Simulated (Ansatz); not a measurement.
Caution, from a PySCF single point (PBE0-D3(BJ)/def2-TZVPD) at this geometry: the highest occupied level lies above zero, so the state may not be bound. Caution, from a PySCF single point (PBE0-D3(BJ)/def2-TZVPD) at this geometry: the restricted solution is unstable towards spin-unrestricted or complex orbitals, so a lower solution exists and this singlet may not be the ground state. This singlet is an excited state, 0.26 eV above the relaxed triplet at the level B3LYP/aug-cc-pVTZ // PBE0-D3(BJ)/def2-TZVPD (Ansatz, a first-principles code).

A geometry relaxed with PBE0-D3(BJ)/def2-TZVPD (Ansatz), charge -1, multiplicity 1:

```xyz
7

N      1.8780    -0.4153     0.5569
B      0.5617    -0.7637     0.9752
Si    -0.9543     0.1673     0.0356
C      3.0080    -0.1923     0.2787
H     -1.8624    -0.8671    -0.5670
H     -1.8063     0.8652     1.0578
H     -0.8246     1.2058    -1.0761
```

Question: Write the SMILES of this molecule.

Answer: `[C-]#[N+][B-][SiH3]`
